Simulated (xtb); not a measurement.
xtb was given this input:
```
$ xtb mol.xyz --gfn 1 --opt --json

# file mol.xyz
8

Cl     2.04764102    -0.44998402    -1.75848985
Si     1.16300244    -0.37204167     0.25201917
Cl     1.95593929     1.45776763     1.05136086
Cl     1.48362428    -1.69007579     1.39919176
Si    -1.16958145    -0.02012666    -0.33801545
Cl    -1.75754880     1.58290835    -1.51998831
Cl    -1.95876849    -1.55019715    -1.06745702
Cl    -2.05836819     0.36590894     1.52143176
```

Question: Predict the total energy at the end of the optimisation from GFN1-xTB run with xtb 6.7.1.

Answer: -29.6510 Eh

Question: Predict the HOMO-LUMO gap from GFN1-xTB.

Answer: 5.76 eV
